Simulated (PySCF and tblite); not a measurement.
The numbers below are computed, except where a source is named.
System: C₆H₁₃NO, numbered as in [CH3:1][C:2](=[O:3])[N:4]([CH3:5])[CH:6]([CH3:7])[CH3:8].

For the rotation about the C2–N4 bond (torsion C1–C2–N4–C5 from 0° to 177°, rising): electronic barrier 20.11 kcal/mol, zero-point change -0.77 kcal/mol, thermal and entropy terms at 298.15 K a further 0.49 kcal/mol (symmetry numbers apart). The minimum is Cs, the saddle C1. Level: PBE0/pcSseg-1 + D3(BJ), IEF-PCM chloroform on GFN2-xTB stationary points, with GFN2-xTB thermal terms. Rates follow Eyring's equation with the number of equivalent paths and no tunnelling. Programs: tblite and PySCF.

(1) How many equivalent paths lead out of the minimum?

(2) Work out the rate at 298.15 K.

Barriers of amide-like rotations can come out several kcal/mol high at such levels.

Results:

(1) 2: the symmetry number of the minimum is 1, that of the saddle displaced along its mode 1, and the displaced saddle is chiral while the minimum is not, which doubles the count.

(2) ΔG‡ = 19.83 kcal/mol; k_B T/h = 6.2×10¹² s⁻¹; exp(−ΔG‡/RT) = 2.9×10⁻¹⁵; times 2 gives k = 0.036 s⁻¹. Wigner's tunnelling factor for the 113i cm⁻¹ mode would be 1.01.
